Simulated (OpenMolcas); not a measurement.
## F3+: effect of the level shift or regulariser

```yaml
Program: OpenMolcas 26.06
Basis: ANO-R1 [3s2p1d]
Scalar_Hamiltonian: X2C, finite nucleus
Active_space: 2 electrons in 3 orbitals (2p)
State_averaging: 2S+1 = 3 even, 3 roots; 2S+1 = 1 even, 6 roots
Spin-orbit_coupling: state interaction with AMFI integrals over the reference wave functions, term energies averaged over their components
```

Methods on the same reference wave functions:
A. CASSCF
B. SS-CASPT2, IPEA 0.25 Eh, imaginary shift 0.1 Eh (closed shells correlated: 1s 2s)
C. SS-CASPT2, IPEA 0.25 Eh, sigma2 regulariser 0.3 Eh (closed shells correlated: 1s 2s)

Energies in cm⁻¹ above 2s² 2p² ³P₀, the measured ground level; measured values from Moore, Atomic Energy Levels, vol. I, NSRDS-NBS 35 (1971 reprint of NBS Circular 467, 1949).

```tsv
Level	A	B	C	Measured
2s² 2p² ³P₀	0.0	0.0	0.0	0.0
2s² 2p² ³P₁	224	225	225	225
2s² 2p² ³P₂	659	659	659	613
2s² 2p² ¹D₂	27963	26940	26940	25241
2s² 2p² ¹S₀	68881	60780	60780	53544
```

Deviations, from unrounded energies. A percentage is the sum of absolute deviations over the sum of measured energies, with the sign that they share, or ± where signs differ.

| Against measurement | Levels | A | B | C |
| --- | --- | --- | --- | --- |
| mean absolute deviation (cm-1) | 4 | 4500 | 2200 | 2200 |
| fine structure of the ground term (%) | 2 | ±5.5 | ±5.5 | ±5.5 |
| other terms of the ground configuration (%) | 2 | +22.9 | +11.3 | +11.3 |

B, C lie about equally close to measurement and A furthest from it. The largest miss of C in the table is 2s² 2p² ¹S₀, by +7200 cm-1. The ranking rests on the paired levels alone, and a cruder setting can come out closer through cancelling errors.

Between B and C no level of the table moves by more than 5 cm-1.

The two smallest mean deviations differ by little beside CASPT2's spread within terms, so their order carries little weight.

From A to B the spin-free energies of the other terms of 2s² 2p² shown, above ³P, scale by factors of 0.88 to 0.96.

The lowest spin-free term lies below A's lowest term by 0.060 hartree in B, 0.060 hartree in C.

CASPT2 does not keep the components of a term degenerate, so their means are used; among the terms shown or strongly mixed into the levels shown the widest spread is 73 cm-1 (2s² 2p² ¹D, B). With the s shell closed, the reference lacks s² → p² mixing. The basis is small and was not contracted for so high a charge. Computed and measured levels are paired by configuration, term and J; levels that our copy of the source lacks, or whose pairing is in doubt (as where it misses far off the trend of its configuration), stay unpaired and out of the deviations. Only configurations of the active space appear.
